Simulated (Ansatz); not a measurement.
CH3ClGa, doublet, at a GFN2-xTB geometry (such geometries of metal compounds can be far from the true shape) (the spin is typed, not shown lowest); PBE0/def2-SVP run with Ansatz (a program for electronic structure).

Input for Ansatz:
Ansatz 0.2 input:
```yaml
crystal:
  periodic: [false, false, false]
  atoms:
    - {symbol: Ga, position_ang: [0.50176795, 0.31351713, 0.10944034]}
    - {symbol: C, position_ang: [-0.42148577, 1.58617638, -1.41951157]}
    - {symbol: H, position_ang: [-1.34994940, 1.96354136, -0.99462624]}
    - {symbol: H, position_ang: [-0.63299857, 0.93812317, -2.26812967]}
    - {symbol: H, position_ang: [0.23050747, 2.40482668, -1.71042882]}
    - {symbol: Cl, position_ang: [-0.66314421, -1.44368120, 0.59397669]}
basis:
  gaussian:
    orbitals: def2-SVP
hamiltonian:
  xc: pbe0
magnetization: {spin_polarized: true, initial_magnetization: 1}
accuracy: high
```

### Question
Write the output that Ansatz gives for this input, abridged.

### Answer

```
Functional definition: PBE0
1623 factors; integrals over basis functions are off by at most 4.2e-9 eV
mean field evaluation 1: about -65957.2524 eV, gradient 3.4e1 eV
mean field evaluation 2: about -65950.3190 eV, gradient 4.6e1 eV
mean field evaluation 4: about -65963.3177 eV, gradient 2.1e0 eV
mean field evaluation 8: about -65963.4285 eV, gradient 2.0e-1 eV
mean field evaluation 16: about -65963.4289 eV, gradient 2.0e-4 eV
mean field -65963.42894163 eV, -2424.1113019867 hartree, gradient 6.8e-8 eV, S^2 0.757210; 0 other end points of the search recorded, 0 dependent functions left out
reference -65963.42894398 eV, -2424.1113020734 hartree; 29, 28 occupied and 50, 51 virtual orbitals, 1623 factors
Total energy: -65963.42894398 eV, -2424.1113020734 hartree
```
